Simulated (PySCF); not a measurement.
## Peak assignment

Atoms are numbered as in `[CH:1]#[C:2][c:3]1[p:4][c:5]([CH3:6])[o:7][c:8]1[Cl:9]`. Each H is labelled by its parent atom.

PySCF calculation with GIAO PBE0/pcSseg-1 shieldings and structure optimised with GFN2-xTB; a single conformation, rapidly exchanging positions averaged, isolated molecule, relativity neglected.

Referencing at the same level of theory: TMS for 13C and 1H.

Problem. Assign these signals to the numbered atoms. 13C{1H} NMR (computed): δ 205.8, 154.1, 125.7, 97.5, 79.2, 21.2.

Solution. 
| δ (ppm) | atoms | environment | reason |
| --- | --- | --- | --- |
| 205.8 | C5 | substituted aromatic carbon next to the ring oxygen | – |
| 154.1 | C8 | aromatic carbon bearing chlorine | – |
| 125.7 | C3 | substituted aromatic carbon | – |
| 97.5 | C1 | terminal alkyne carbon | sp carbons lie upfield of alkene carbons because the cylindrical π system leaves one tensor component strongly shielded |
| 79.2 | C2 | alkyne carbon | the triple bond shields along its axis, which puts it between sp3 and sp2 carbons |
| 21.2 | C6 | methyl carbon on an aromatic ring | saturated and bonded to C and H only |

Problem. Assign these signals to the numbered atoms. 1H NMR (400 MHz, computed): δ 3.30 (s, 1H), 2.86 (m, 3H).

Solution. 
| δ (ppm) | atoms | environment | reason |
| --- | --- | --- | --- |
| 3.30 | H(C1) | hydrogen on a terminal alkyne carbon | it lies on the axis of the triple bond, in its shielding cone |
| 2.86 | H(C6) | hydrogen on a methyl carbon on an aromatic ring | benzylic-type position, deshielded by the ring |

Carbons that carry Cl, above all several Cl atoms, come out too deshielded, partly because spin–orbit coupling is missing. Splittings by 31P in the carbon and heteronuclear signals aren't shown, as no couplings were computed. Shifts are as computed. Against solution values, carbons near 30 ppm lie about +3 ppm off and those near 130 ppm about +5 ppm; carbons on Cl a further +6 ppm. Of 1211 compounds with measured shifts, 218 miss one by over three times the rms of a fit or turn the order of signals round; such compounds aren't used in these exercises. Multiplicities follow the n + 1 count of equivalent neighbours, as no J values were calculated; m marks all less simple cases, F and P coupling included.
